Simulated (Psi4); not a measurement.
Ge, charge -1, quartet (a gas-phase anion, which may not be bound at this level); WB97X-V/cc-pVDZ run with Psi4 1.11.

Here is a job for Psi4.
```
memory 2 GB

molecule mol {
-1 4
  Ge    0.000000    0.000000    0.000000
}

set basis cc-pvdz
set reference uks
set scf_type pk
set puream true
set d_convergence 1e-8
set dft_radial_points 99
set dft_spherical_points 590

energy('wb97x-v')
print_variables()
```

The log (banner, timings and long lists left out):

```
   => Loading Basis Set <=

    Name: CC-PVDZ
    Role: ORBITAL
    Keyword: BASIS

         ---------------------------------------------------------
                                   SCF
               by Justin Turney, Rob Parrish, Andy Simmonett
                          and Daniel G. A. Smith
                              UKS Reference
         ---------------------------------------------------------

  ==> Geometry <==

    Molecular point group: d2h
    Geometry (in Angstrom), charge = -1, multiplicity = 4:

       Center              X                  Y                   Z               Mass
    ------------   -----------------  -----------------  -----------------  -----------------
         GE           0.000000000000     0.000000000000     0.000000000000    73.921177761000

  Running in d2h symmetry.

  Rotational constants: A = ************  B = ************  C = ************ [cm^-1]
  Rotational constants: A = ************  B = ************  C = ************ [MHz]
  Nuclear repulsion =    0.000000000000000

  Charge       = -1
  Multiplicity = 4
  Electrons    = 33
  Nalpha       = 18
  Nbeta        = 15

  ==> Algorithm <==

  SCF Algorithm Type is PK.
  DIIS enabled.
  MOM disabled.
  Fractional occupation disabled.
  Guess Type is CORE.
  Energy threshold   = 1.00e-06
  Density threshold  = 1.00e-08
  Integral threshold = 1.00e-12

  ==> Primary Basis <==

  Basis Set: CC-PVDZ
    Blend: CC-PVDZ
    Number of shells: 11
    Number of basis functions: 27
    Number of Cartesian functions: 29
    Spherical Harmonics?: true
    Max angular momentum: 2

  ==> DFT Potential <==

   => LibXC <=

    Version 7.1.2
    S. Lehtola, C. Steigemann, M. J. T. Oliveira, and M. A. L. Marques,  SoftwareX 7, 1–5 (2018) (10.1016/j.softx.2017.11.002)

   => Composite Functional: WB97X-V <=

    wB97X-V Hyb-GGA Exchange-Correlation Functional

    N. Mardirossian and M. Head-Gordon,  Phys. Chem. Chem. Phys. 16, 9904–9924 (2014) (10.1039/C3CP54374A)

    Deriv               =              1
    GGA                 =           TRUE
    Meta                =          FALSE

    Exchange Hybrid     =           TRUE
    MP2 Hybrid          =          FALSE

   => Exchange-Correlation Functionals <=

    1.0000   wB97X-V range-separated functional

   => Exact (HF) Exchange <=

    0.8330            HF,LR [omega = 0.3000]
    0.1670               HF

   => LibXC Density Thresholds  <==

    XC_HYB_GGA_XC_WB97X_V:  1.00E-14

   => VV10 Non-Local Parameters <=

[...]
   @S^2 Observed:                3.750913116E+00
   @S   Expected:                1.500000000E+00
   @S   Observed:                1.500000000E+00

    Orbital Energies [Eh]
    ---------------------

    Alpha Occupied:

[...]
    Alpha Virtual:

[...]
    Beta Occupied:

[...]
    Beta Virtual:

[...]
    Final Occupation by Irrep:
             Ag   B1g   B2g   B3g    Au   B1u   B2u   B3u
    DOCC [     6,    1,    1,    1,    0,    2,    2,    2 ]
    SOCC [     0,    0,    0,    0,    0,    1,    1,    1 ]
    NA   [     6,    1,    1,    1,    0,    3,    3,    3 ]
    NB   [     6,    1,    1,    1,    0,    2,    2,    2 ]

  @UKS Final Energy: -2076.71724001720486

   => Energetics <=

    Nuclear Repulsion Energy =              0.0000000000000000
    One-Electron Energy =               -2902.4752342073952605
    Two-Electron Energy =                 887.3052892549768558
    DFT Exchange-Correlation Energy =     -61.6861899188514187
    Empirical Dispersion Energy =           0.0000000000000000
    VV10 Nonlocal Energy =                  0.1388948540650205
    Total Energy =                      -2076.7172400172053131

  UHF NO Occupations:
  HONO-2 :    3B3u 1.0000000
  HONO-1 :    3B2u 1.0000000
  HONO-0 :    3B1u 1.0000000
  LUNO+0 :    7 Ag 0.0002718
  LUNO+1 :    8 Ag 0.0000369
  LUNO+2 :    9 Ag 0.0000369
  LUNO+3 :    2B3g 0.0000369

Computation Completed

Properties will be evaluated at   0.000000,   0.000000,   0.000000 [a0]

Properties computed using the SCF density matrix

 Multipole Moments:

 ------------------------------------------------------------------------------------
     Multipole            Electronic (a.u.)      Nuclear  (a.u.)        Total (a.u.)
 ------------------------------------------------------------------------------------

 L = 1.  Multiply by 2.5417464519 to convert [e a0] to [Debye]
 Dipole X            :          0.0000000            0.0000000            0.0000000
 Dipole Y            :          0.0000000            0.0000000            0.0000000
 Dipole Z            :          0.0000000            0.0000000            0.0000000
 Magnitude           :                                                    0.0000000

 ------------------------------------------------------------------------------------

  Variable Map:
  ----------------------------------------------------------------------------
[...]
  Array Variable Map:
  ----------------------------------------------------------------------------
[...]
[...]
```
